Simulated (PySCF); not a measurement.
**Unknown compound**

Molecular formula: C3H2ClF5. Simulated spectra:

$^{1}$H NMR (400 MHz, computed): δ 4.03 (m, 2H).

$^{13}$C{$^{1}$H} NMR (computed): δ 128.2 (C), 121.7 (C), 49.0 (CH2).

No solvent, non-relativistic Hamiltonian, one conformer, fast rotation and ring inversion assumed for equivalent nuclei. GIAO PBE0/pcSseg-1 shieldings; GFN2-xTB structure; PySCF 2.14.

References, each an isolated molecule treated in the same way: $^{1}$H (31.72 ppm) and $^{13}$C (186.93 ppm) vs TMS.

Propose a structure and justify it.

## Answers


- The formula gives 0 degrees of unsaturation.
- 3 carbon signals for 3 carbons: no two carbons are equivalent.
- Carbon types of the structure: 2 × C, 1 × CH2, which accounts for all hydrogens.
- δC 128.2: CF3 carbon; 3 electronegative neighbours deshield it.
- δC 121.7: fully substituted sp3 carbon bonded to 2 F; 2 electronegative neighbours deshield it.
- δC 49.0: sp3 CH2 bonded to Cl; deshielded by the electronegative neighbour.
- δH 4.03: hydrogen on an sp3 CH2 bonded to Cl; its carbon carries Cl, hence the downfield position.

Structure: 3-chloro-1,1,1,2,2-pentafluoropropane (FC(F)(F)C(F)(F)CCl).

The shifts were computed for this structure.

Carbons that carry Cl, above all several Cl atoms, come out too deshielded, partly because spin–orbit coupling is missing. Splittings by $^{19}$F in the carbon and heteronuclear signals aren't shown, as no couplings were computed. Shifts are as computed. Against solution values, carbons near 30 ppm lie about +3 ppm off and those near 130 ppm about +5 ppm; carbons on Cl a further +6 ppm. Of 1211 compounds with measured shifts, 218 miss one by over three times the rms of a fit or turn the order of signals round; such compounds aren't used in these exercises.
